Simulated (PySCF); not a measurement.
## Bond curve of KSb

Set-up: K x2c-SVPall, Sb x2c-SVPall; spin-free X2C with a Gaussian nucleus (PySCF 2.14). Energies in eV from K + Sb in their ground configurations at the same level. State: ³Σ⁻ (triplet), unpaired electrons π ↑↑.

Curves on a restricted Hartree–Fock reference rise too fast on stretching and do not dissociate correctly.

```
R (Å)  ROHF-MP2    PBE0  LC-ωPBE
2.869   -0.2021  -0.776   -0.796
3.002   -0.4544  -0.993   -1.008
3.136   -0.5970  -1.108   -1.115
3.236   -0.6518  -1.148   -1.146
3.336   -0.6735  -1.157   -1.147
3.436   -0.6696  -1.145   -1.124
3.570   -0.6344  -1.102   -1.067
3.736   -0.5557  -1.023   -0.965
3.937   -0.4282  -0.906   -0.817
4.203   -0.2291  -0.743   -0.605
```

Problem. Put a parabola through the three lowest points of the ROHF-MP2 curve and estimate Re, k and ωe (reduced mass 29.47 u; 1 eV/Å² = 0.16022 mdyn/Å; ωe = 1302.8·√(k/μ) cm⁻¹).

Solution. Through R = 3.236, 3.336, 3.436 Å the second-order coefficient is 1.28 eV/Å², so Re ≈ 3.371 Å, k ≈ 0.410 mdyn/Å and ωe ≈ 154 cm⁻¹. A polynomial fit of higher order to the unrounded ROHF-MP2 energies gives Re = 3.368 Å, k = 0.375 mdyn/Å, ωe = 147 cm⁻¹; anharmonicity and rounding make the difference.

The higher-order fit for each curve: ROHF-MP2: Re = 3.368 Å, ωe = 147 cm⁻¹, De = 0.67 eV; PBE0: Re = 3.324 Å, ωe = 146 cm⁻¹, De = 1.16 eV; LC-ωPBE: Re = 3.287 Å, ωe = 157 cm⁻¹, De = 1.15 eV.

Correlated steps freeze 23 core orbitals. Correlated levels converge slowly with the basis: in double zeta they bind strong bonds too weakly, by up to about 1 eV, and carry superposition errors of some tenths. ⟨S²⟩ of the unrestricted solution departs from its pure value on part of the curve, where spin states mix. Spin–orbit coupling is left out, which matters for elements this heavy, above all for dissociation energies. The state was picked by a PBE0 search and need not be the measured ground state.
